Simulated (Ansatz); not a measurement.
Mulliken charges of CH$_{4}$FNZn, SMILES `[NH2][Zn][CH2]F` from PBE/def2-TZVPP in Ansatz (PBE0-D4/def2-TZVP geometry).

| atom | x (Å) | y (Å) | z (Å) | charge (e) |
| --- | --- | --- | --- | --- |
| N1 | -0.743 | 1.971 | -0.442 | -0.412 |
| Zn2 | -0.082 | 0.323 | -0.059 | 0.205 |
| C3 | 0.736 | -1.394 | 0.382 | -0.039 |
| F4 | -0.175 | -2.437 | 0.181 | -0.222 |
| H5 | -0.950 | 2.211 | -1.400 | 0.138 |
| H6 | -1.461 | 2.365 | 0.149 | 0.138 |
| H7 | 1.061 | -1.438 | 1.427 | 0.096 |
| H8 | 1.614 | -1.602 | -0.238 | 0.096 |

**Question.** By hand: the dipole of these point charges (1 e Å = 4.8032 D).

**Answer.** Σ q r = (0.224, 0.189, 0.056) e Å, of length 0.298 e Å = 1.43 D.

**Question.** How does the dipole of the full density compare? (An estimate is asked.)

**Answer.** Ansatz gave: (0.056, 0.226, -0.003) e Å, 1.12 D; the point charges give 1.28 times that, at 38° from its direction.

Point charges leave out the atoms' own dipoles, such as those of lone pairs, and Mulliken's split depends on the basis, so the two needn't agree.
